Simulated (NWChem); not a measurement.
System: BiH$_{3}$O; SMILES [BiH2][OH]

Results from NWChem. def2 effective core potentials on Bi; no spin-orbit coupling. Each level has its own optimisation; frequencies are unscaled.

| level | r Bi–H (Å) | r Bi–O (Å) | r H–O (Å) | highest harmonic frequency (cm⁻¹) | lowest (cm⁻¹) | zero-point energy (kcal/mol) |
|---|---|---|---|---|---|---|
| PBE/def2-SVP | 1.836 | 2.134 | 0.978 | 3696 | 244 | 15.2 |
| BLYP/def2-SVP | 1.848 | 2.149 | 0.980 | 3642 | 242 | 14.9 |
| PBE0/def2-SVP | 1.812 | 2.104 | 0.965 | 3880 | 261 | 15.9 |
